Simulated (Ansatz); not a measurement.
`C[BH][AlH2]` + CH₃NH₂ → `CN[BH][AlH2]` + CH₄ at 700 K and 1 bar (ligand exchange at a B–C bond).

Isolated molecules relaxed with PBE0-D4/def2-TZVP in Ansatz; ΔE leaves out vibrations. CCSD(T)/CBS is the MP2 limit (def2-TZVPP, def2-QZVPP) plus CCSD(T) − MP2 in def2-TZVPP, frozen cores. This one scheme is used for every species. Each species was taken in one conformer, which may not be the lowest.

```json
{"species": "`C[BH][AlH2]`", "CCSD(T)/CBS energy (Eh)": "-308.41859", "H − E (kJ/mol)": "225.4", "S (J/(mol·K))": "408.5"}
{"species": "CH₃NH₂", "CCSD(T)/CBS energy (Eh)": "-95.75281", "H − E (kJ/mol)": "207.6", "S (J/(mol·K))": "296.6"}
{"species": "`CN[BH][AlH2]`", "CCSD(T)/CBS energy (Eh)": "-363.77062", "H − E (kJ/mol)": "289.7", "S (J/(mol·K))": "446.1"}
{"species": "CH₄", "CCSD(T)/CBS energy (Eh)": "-40.46206", "H − E (kJ/mol)": "145.9", "S (J/(mol·K))": "224.0"}
```

H − E and S are ideal-gas, rigid-rotor, harmonic terms from PBE0-D4/def2-TZVP, for one conformer and one mirror image of each species. 1 Eh = 2625.50 kJ/mol, R = 8.31446 J/(mol·K).

Task: By hand: ΔE, ΔH, ΔS and ΔG.

Result: ΔE = (-363.77062) + (-40.46206) − (-308.41859) − (-95.75281) = -0.06128 Eh = -160.9 kJ/mol. Δ(H − E) = 289.7 + 145.9 − 225.4 − 207.6 = 2.6, so ΔH = -158.3 kJ/mol. ΔS = 446.1 + 224.0 − 408.5 − 296.6 = -35.0 J/(mol·K). ΔG = -158.3 − 700 × (-35.0)/1000 = -133.8 kJ/mol.

Task: By hand: the equilibrium constant, and the temperature at which ΔG would vanish if ΔH and ΔS stayed fixed.

Result: log₁₀ K = −ΔG/(RT ln 10) = 10.0. ΔG = 0 at ΔH/ΔS = 4523 K, far beyond where these terms or the molecules hold.

ΔH outweighs TΔS. A doubt of 5 kJ/mol in ΔE shifts log₁₀ K by 0.4 here. Other conformers and mirror images would add mixing entropy, several J/(mol·K) or more a flexible species. These are equilibria of isolated gas molecules and say nothing of rates. Largest T1 diagnostic: 0.014 (customary marks: 0.02 for closed shells, 0.045 for open ones).
